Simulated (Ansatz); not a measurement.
Reaction (ligand exchange at the Si–O bond): `CO[SiH2]O[SiH](O)F` + `[SiH3]S` → `CO[SiH2]S[SiH3]` + `O[SiH](O)F`

Isolated molecules relaxed with PBE0-D4/def2-TZVP in Ansatz; ΔE leaves out vibrations. CCSD(T)/CBS adds triple-zeta CCSD(T) − MP2 to the extrapolated MP2 energy (def2 sets, frozen cores). This one scheme is used for every species. One conformer a species, not always the lowest.

| level | ΔE (kJ/mol) |
| --- | --- |
| CCSD/def2-TZVPP | 63.4 |
| CCSD(T)/def2-TZVPP | 59.4 |

(1) What does CCSD(T)/CBS give? (Best estimate.)

Largest T1 diagnostic among the species: 0.012.

Results:

(1) The calculation gave: +55.9 kJ/mol. The listed levels differ from it by 7.5, 3.5 kJ/mol.

From PBE to PBE0 (25 % exact exchange), in def2-TZVPP and without D4, ΔE moves by +5.0 kJ/mol. The D4 term adds −3.9 kJ/mol with B3LYP and −2.1 kJ/mol with PBE0; it sums over pairs of atoms, weighted by their polarisabilities, and B3LYP, whose exchange is more repulsive, gets the larger term.

B3LYP here is the variant with VWN-RPA as its local correlation; programs differ in this.
